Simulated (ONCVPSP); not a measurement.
**Configuration tests for lanthanum (La) (ONCV)**

La (Z = 57), optimised norm-conserving Vanderbilt (ONCV), made with ONCVPSP 4.0.1 (PBE, scalar-relativistic). Core [Kr] 4d10, reference 5s2 5p6 5d2 6s1. Waves: 5s+6s: rc 2.25 bohr, ncon 3, nbas 6, qcut 6.5 1/bohr, 2 projectors; 5p: rc 2.90 bohr, ncon 5, nbas 10, qcut 5.2 1/bohr, 1 projector; 5d: rc 3.55 bohr, ncon 4, nbas 9, qcut 4.2 1/bohr, 1 projector; f scattering state at 0.3 Ha: rc 2.80 bohr, ncon 4, nbas 9, qcut 4.3 1/bohr, 1 projector. Local part: polynomial inside 1.65 bohr (lpopt 5, dvloc0 6 Ha). Core correction: Teter function fitted to the true core (icmod 2), fcfact 0.25.

In the f channel the program set the typed energies aside and used -0.101 Ha.

Energies are relative to the spin-unpolarised reference configuration 5s2 5p6 5d2 6s1; without spin polarisation the order of configurations can differ from experiment.

(1) Give the all-electron excitation energy and the error of the potential for: 5s2 5p6 5d1 6s2; 5s2 5p6 5d1 6s1; 5s2 5p6 5d1 6s0; 4f1 5s2 5p6 5d1 6s0.

Answers

(1)

```csv
valence configuration,charge,ΔE all-electron (eV),error AE − PS (meV)
5s2 5p6 5d1 6s2,0,-0.794,+2.1
5s2 5p6 5d1 6s1,+1,5.172,+2.4
5s2 5p6 5d1 6s0,+2,16.061,+2.8
4f1 5s2 5p6 5d1 6s0,+1,6.127,+1347
```

These tests converged, but a pseudo level misses the all-electron one widely, so the file describes the atom poorly there or has found another state: 4f1 5s2 5p6 5d1 6s0: 4f by 2.3 eV.
